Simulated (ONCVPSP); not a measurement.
PBE ONCV dataset for tungsten, scalar-relativistic all-electron reference.

tungsten (W), optimised norm-conserving Vanderbilt (ONCV), made with ONCVPSP 4.0.1 (PBE, scalar-relativistic). Core [Xe] 4f14, reference 5d4 6s2. Waves: 6s: rc 2.55 bohr, ncon 3, nbas 6, qcut 2.6 1/bohr, 2 projectors, debl 2.3 Ha; p scattering state at 0.27 Ha: rc 2.55 bohr, ncon 4, nbas 9, qcut 3.8 1/bohr, 2 projectors, debl 2.8 Ha; 5d: rc 1.55 bohr, ncon 3, nbas 7, qcut 6.5 1/bohr, local. Local part: the d channel. Core correction: polynomial model core, fcfact 0.6.

In the p channel the program set the typed energies aside and used 0.050, 2.850 Ha.

All-electron outer shells of the reference configuration (PBE, scalar-relativistic, ld1.x):

```csv
shell,level (eV),outermost node (bohr),outermost maximum (bohr)
4f,-33.21,–,0.43
6s,-5.71,1.28,2.67
5d,-4.48,0.63,1.49
```

Results:

```
Cutoffs needed             : 14 Ha and 17 Ha (the cutoffs (Ha) at which the residual kinetic energy of the hardest occupied pseudo-wave falls to 1 and 0.1 mHa per electron)
Ghost test                 : ghosts flagged at negative energy: p at -5.2 eV; GHOST(+) flagged for s at 1.12 eV; a true bound ghost makes a file unfit for plane-wave use
Configuration tests        : 3 of 4 tests not solved or not reliable
rms error of d²Exc/dni dnj : 7.76 mHa without and 0.53 mHa with the model core
```

Generation and tests took about 6.3 s on one core of a shared server CPU.
